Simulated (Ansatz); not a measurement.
Mulliken charges of CH3BBrFSi (`F[Si]1(Br)BC1`) from r2SCAN/def2-TZVPP in Ansatz (PBE0-D4/def2-TZVP geometry).

```csv
atom,x (Å),y (Å),z (Å),charge (e)
F1,-0.551,-2.087,0.518,-0.286
Si2,0.095,-0.655,0.775,0.524
Br3,2.046,-1.060,1.704,-0.157
B4,-0.605,1.023,0.303,-0.083
C5,-0.171,0.348,-0.950,-0.255
H6,-0.508,2.151,0.652,0.028
H7,-0.514,-0.644,-1.275,0.139
H8,0.302,0.867,-1.783,0.089
```

By hand: the dipole of these point charges (1 e Å = 4.8032 D).

Σ q r = (-0.079, 0.294, -0.110) e Å, of length 0.324 e Å = 1.56 D.

How does the dipole of the full density compare? (Best estimate.)

Computed: (0.027, 0.062, -0.173) e Å, 0.89 D; the point charges give 1.75 times that, at 54° from its direction.

Point charges leave out the atoms' own dipoles, such as those of lone pairs, and Mulliken's split depends on the basis, so the two needn't agree.
